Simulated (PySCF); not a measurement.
trimethylarsine (C₃H₉As), singlet, geometry from GFN2-xTB; PySCF with SVWN5/6-31G, polarisability.

PySCF was given this input:
```python
from pyscf import gto, scf, dft
from pyscf.prop import polarizability

mol = gto.M(
    atom='''
C    -0.32082611    1.72147692   -0.31503831
As   -0.07705156   -0.07481277    0.46790379
C     1.69706746   -0.42369864   -0.32573426
C    -1.12401599   -1.05288152   -0.89089274
H    -0.10458532    1.71054839   -1.38227396
H     0.34247756    2.43723875    0.16867018
H    -1.34549939    2.06077126   -0.16948872
H     1.69406126   -0.20155081   -1.39180777
H     1.97383691   -1.46793768   -0.18708304
H     2.45442035    0.19208166    0.15747572
H    -0.82050748   -0.76237208   -1.89556099
H    -0.97873053   -2.12644528   -0.77858221
H    -2.18612404   -0.84289342   -0.77218236
''',
    basis='6-31g',
    verbose=3,
)

mf = dft.RKS(mol)
mf.xc = 'lda,vwn'
mf.kernel()
alpha = mf.Polarizability().polarizability()[2, 2]
print('alpha_zz =', alpha)
```

Q: Predict the main parts of the log of this PySCF run.

A: 
```
site-packages/pyscf/prop/efg/rhf.py:45: UserWarning: Module EFG is under testing
  warnings.warn('Module EFG is under testing')
site-packages/pyscf/prop/efg/dhf.py:30: UserWarning: Module EFG is under testing
  warnings.warn('Module EFG is under testing')
site-packages/pyscf/prop/zfs/uhf.py:40: UserWarning: Module ZFS is under testing
  warnings.warn('Module ZFS is under testing')
site-packages/pyscf/prop/gtensor/uhf.py:43: UserWarning: Module g-tensor is under testing
  warnings.warn('Module g-tensor is under testing')
site-packages/pyscf/prop/gtensor/uks.py:41: UserWarning: Module g-tensor is under testing
  warnings.warn('Module g-tensor is under testing')
site-packages/pyscf/prop/hfc/uks.py:35: UserWarning: Module HFC is under testing
  warnings.warn('Module HFC is under testing')
site-packages/pyscf/prop/magnetizability/rhf.py:39: UserWarning: Module magnetizability is under testing
  warnings.warn('Module magnetizability is under testing')
site-packages/pyscf/prop/magnetizability/uhf.py:37: UserWarning: Module magnetizability is under testing
  warnings.warn('Module magnetizability is under testing')
site-packages/pyscf/prop/magnetizability/rks.py:37: UserWarning: Module magnetizability is under testing
  warnings.warn('Module magnetizability is under testing')
site-packages/pyscf/prop/magnetizability/uks.py:39: UserWarning: Module magnetizability is under testing
  warnings.warn('Module magnetizability is under testing')
site-packages/pyscf/prop/polarizability/uhf.py:34: UserWarning: Module polarizability is under testing
  warnings.warn('Module polarizability is under testing')
site-packages/pyscf/prop/polarizability/rks.py:29: UserWarning: Module polarizability is under testing
  warnings.warn('Module polarizability is under testing')
site-packages/pyscf/prop/polarizability/uks.py:29: UserWarning: Module polarizability is under testing
  warnings.warn('Module polarizability is under testing')
converged SCF energy = -2350.77864797547
alpha_zz = 52.80769661925014
```
